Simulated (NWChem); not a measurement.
System: C2H7Si2, doublet; SMILES [SiH2]1C[SiH]C1

```xyz
11

C     -0.1451    -0.0762    -1.3663
Si     0.1695    -1.3777     0.0000
C     -0.1451    -0.0762     1.3663
Si     0.1183     1.2243     0.0000
H     -1.1917    -0.0777    -1.7137
H      0.5176    -0.0802    -2.2431
H      1.6139    -1.7989     0.0000
H      0.5176    -0.0802     2.2431
H     -1.1917    -0.0777     1.7137
H      1.5174     1.7496     0.0000
H     -0.8434     2.3736     0.0000
```
Atoms are numbered in this order, from 1.

Results from NWChem. Spin-unrestricted. In the optimisation the excess spin sits in a' (Cs, its own frame). Structure relaxed at the PBE0/def2-SVP, spin-unrestricted level. No frequency run checked for a minimum. No stability test was run on the SCF state. B3LYP is NWChem's, with the RPA form of VWN correlation. Level: B3LYP/def2-SVP with SMD (1 M gas to 1 M solution), gas-phase geometry. Reactions with the solvent are ignored.

Question: Estimate the computed values for solvent water. Quantities: solvation free energy (kcal/mol); cavity-dispersion-structure term (kcal/mol); dipole in solution (D).

Answer: 
```yaml
solvation free energy (kcal/mol): 2.1
cavity-dispersion-structure term (kcal/mol): 3.3
dipole in solution (D): 0.82
```
